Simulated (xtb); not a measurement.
C2H4O3, SMILES COC(=O)O. All values are semi-empirical tight-binding results from xtb (GFN2-xTB unless named), good for trends rather than for accurate numbers. The structure is a stationary point at GFN2-xTB. Other conformers were not sampled.

Optimised geometry:

Bonds (Å): C1–O2 1.422, C1–H6 1.087, C1–H7 1.092, C1–H8 1.092, O2–C3 1.326, C3–O4 1.197, C3–O5 1.335, O5–H9 0.968. Angles (°): O2–C1–H6 105.8, O2–C1–H7 110.5, O2–C1–H8 110.4, H6–C1–H7 110.6, H6–C1–H8 110.6, H7–C1–H8 108.9, C1–O2–C3 115.7, O2–C3–O4 126.1, O2–C3–O5 109.5, O4–C3–O5 124.5, C3–O5–H9 109.9.

Computed properties:
- point group as xtb finds it: Cs
- orbital gap: 6.29 eV
- dipole moment: 0.60 D
- zero-point energy: 40.3 kcal/mol
- G − E(el) at 298.15 K (modified RRHO): 22.1 kcal/mol
- static polarisability (D4 model): 39.8 bohr³
- solvation energy, GFN2-xTB/ALPB(water): -8.4 kcal/mol
- solvation energy, GFN2-xTB/ALPB(hexane): -3.6 kcal/mol

Q: Give the IR lines (harmonic; lines under 4 % of the strongest left out, lines within 3 cm⁻¹ merged). (An estimate is asked for; the answer gives what the named calculation found.)

A: ν (cm⁻¹): 483 (w), 521 (m), 727 (m), 918 (w), 1124 (m), 1165 (m), 1268 (s), 1817 (vs), 3486 (w) (against the strongest line: vs over 80 %, s over 45 %, m over 15 %, w over 4 %, vw less)

Computed atomic charges and the Wiberg bond orders between heavy atoms:
charges (e) C1 0.03, O2 -0.25, C3 0.48, O4 -0.45, O5 -0.38, H6 0.08, H7 0.07, H8 0.07, H9 0.34. Bond orders C1–O2 0.95, O2–C3 1.12, C3–O4 1.68, C3–O5 1.10.
